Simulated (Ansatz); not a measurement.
## How basis sets differ on SiSe (SMILES [Si][Se])

The species is SiSe (2 atoms), meant as a singlet with charge 0. As SMILES, `[Si][Se]`. The shape is that of a PBE0-D4/def2-TZVP optimisation.

```xyz
2

Si    0.0000    0.0000    0.0314
Se    0.0000    0.0000    2.0931
```

Each level gives the vertical electron affinity (to the doublet anion) (eV). The values are calculated.

The electron affinity is E(neutral) − E(anion): positive where the electron is bound.

```
              level                   kind  program  value (eV)  less CCSD(T)/cc-pV(Q+d)Z  CPU time (all runs)
     CCSD(T)/STO-3G  coupled cluster or CI   Ansatz       -6.17                     -6.60               0.89 s
CCSD(T)/cc-pV(D+d)Z  coupled cluster or CI   Ansatz       -0.28                     -0.71                3.4 s
CCSD(T)/cc-pV(T+d)Z  coupled cluster or CI   Ansatz        0.22                     -0.21                9.7 s
CCSD(T)/aug-cc-pVTZ  coupled cluster or CI   Ansatz        0.49                     +0.06                 60 s
CCSD(T)/cc-pV(Q+d)Z  coupled cluster or CI   Ansatz        0.43                      0.00                 39 s
```

CCSD(T)/cc-pV(Q+d)Z is the highest level here, not the true value. All-electron rows without a relativistic Hamiltonian named are non-relativistic. The values span -6.17 to 0.49 eV. High-level rows in very small sets aren't better than simpler rows in larger ones. In the correlated wave-function rows the outer d shell of Se is correlated, in sets not made for it. In so small a basis fixed costs decide the times, and correlated methods can beat functionals. CPU times are rough (shared hosts, several kinds of processor and program).
